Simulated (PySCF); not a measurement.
C3H8NSi (doublet state).
Numbering: `[SiH3:1][CH2:2][C@H:3]1[CH:4][NH:5]1` (hydrogens: H6, H7, H8 on Si1; H9, H10 on C2; H11 on C3; H12 on C4; H13 on N5)

Cartesian coordinates in Å at the GFN2-xTB level; atoms count from 1:
```
atom  x, y, z in Å
Si1    1.5558   -1.1181    0.4295
C2     0.5763    0.1935   -0.5441
C3    -0.9069    0.0832   -0.2958
C4    -1.5207    0.8418    0.7895
N5    -1.7920    1.2318   -0.5188
H6     1.0846   -2.4523    0.0528
H7     1.3609   -0.9035    1.8627
H8     2.9717   -0.9821    0.0812
H9     0.9143    1.1916   -0.2550
H10    0.7725    0.0883   -1.6146
H11   -1.3452   -0.8555   -0.6345
H12   -2.2727    0.5862    1.5075
H13   -1.4030    2.0956   -0.8781
```

The hyperfine couplings belong to this conformer and change with its torsions.

Theory: PySCF, UKS B3LYP, pcH-1 on C H N Si, non-relativistic, mean-field spin-orbit, GIAO. Geometry: GFN2-xTB, one conformer, isolated molecule. The geometry wasn't refined by DFT: couplings that depend on bond lengths, twists or pyramidal angles can differ widely from those at the functional's own minimum. No stability test was run, so a lower SCF solution isn't excluded.

Problem. Give the principal g shifts and their parts.

Solution. 
| Δg (ppm) | 1 | 2 | 3 |
| --- | --- | --- | --- |
| relativistic mass correction | -161 | -161 | -161 |
| gauge correction | -3 | 33 | 8 |
| orbital Zeeman/spin–orbit | 15 | 612 | 1075 |
| total | -149 | 484 | 923 |

So g = 2.00217, 2.00280, 2.00324 and g_iso = 2.00274; the tensor is rhombic: the two nearest values differ by 41 % of g3 − g1. 

Problem. At 9.775 GHz, how far is the centre of the isotropic spectrum from where a free electron (g = 2.002319) resonates?

Solution. B = hν/(g μB) with μB/h = 13.99624 MHz/mT gives 348.80 mT for the free electron and 348.72 mT at g_iso, 0.07 mT lower.

Problem. What effective moment and Curie constant follow for a powder?

Solution. With the mean of g² = 4.0110 and S(S+1) = 0.75: μ_eff = √(⟨g²⟩S(S+1)) = 1.734 μB and χT = 0.12505·⟨g²⟩·S(S+1) = 0.376 cm³ K/mol (cgs; spin-Hamiltonian part alone).

Problem. Average each term over the three axes. Which is largest in size?

Solution. The orbital-Zeeman/spin–orbit term 568, the mass correction -161 and the gauge correction 13 ppm, for a total of 420 ppm. The orbital-Zeeman/spin–orbit term is the largest in size. The mass correction is the same along every axis, so the anisotropy comes from the other two: their spans along these axes are 36 (gauge) and 1060 ppm (orbital Zeeman/spin–orbit).

Problem. In a frozen sample, at which fields do the three g values resonate at 9.5, 34, 94 and 263 GHz (hyperfine left aside), and which band first spreads them over more than twice a line width of 1.0 mT?

Solution. 
| band | GHz | B(g3) mT | B(g2) mT | B(g1) mT | spread mT |
| --- | --- | --- | --- | --- | --- |
| X | 9.5 | 338.83 | 338.90 | 339.01 | 0.18 |
| Q | 34.0 | 1212.65 | 1212.91 | 1213.29 | 0.65 |
| W | 94.0 | 3352.61 | 3353.34 | 3354.40 | 1.79 |
| J | 263.0 | 9380.17 | 9382.22 | 9385.19 | 5.02 |

The spread grows in proportion to the frequency. J band is the first where it exceeds 2.0 mT.

Largest spin populations (Mulliken): C4 (+0.85) and N5 (+0.12). No atom but C4 exceeds +0.15. The angles at C4 add up to 318.0°, so it is pyramidal.

The HOMO–LUMO gaps are 6.41 eV among the α and 5.13 eV among the β orbitals.
